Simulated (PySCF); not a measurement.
B(H)3 cation (BH₃), SMILES B (connectivity only; charge and spin as stated), charge +1, multiplicity 2. Atoms are numbered in the order given.

```xyz
4

B      0.0000     0.0000    -0.1173
H      0.0000    -0.7164     0.9381
H      0.0000     0.0000    -1.2899
H      0.0000     0.7164     0.9381
```
Charge +1, spin multiplicity 2.

Geometry optimised at r2SCAN-D4/def2-TZVPD. The multiplicity is an assumed one; other spin states were not compared. The isomer is the one that the SMILES or the coordinates give; other isomers of the formula were not compared.

Level of theory: PBE0/pcH-1 (PySCF).

Unrestricted Kohn–Sham, ⟨S²⟩ = 0.753. Hyperfine tensors hold the contact and dipolar terms, without spin-orbit corrections.

Computed hyperfine couplings:
```tsv
nucleus	A(iso) (MHz)	A(iso) (G)	dipolar principal values (MHz)
11B no. 1	-26.1	-9.3	-39.8, -35.6, 75.4
1H no. 2	607.6	216.8	-19.9, -19.6, 39.5
1H no. 3	-57.7	-20.6	-15.9, -3.1, 19.0
1H no. 4	607.6	216.8	-19.9, -19.6, 39.5
```

Problem. And the g tensor (effective nuclear charges for spin-orbit coupling, GIAO)? (Estimate from the structure and the level; the computed values follow.)

Solution. principal values 2.0017, 2.0023, 2.0026; isotropic 2.0022.
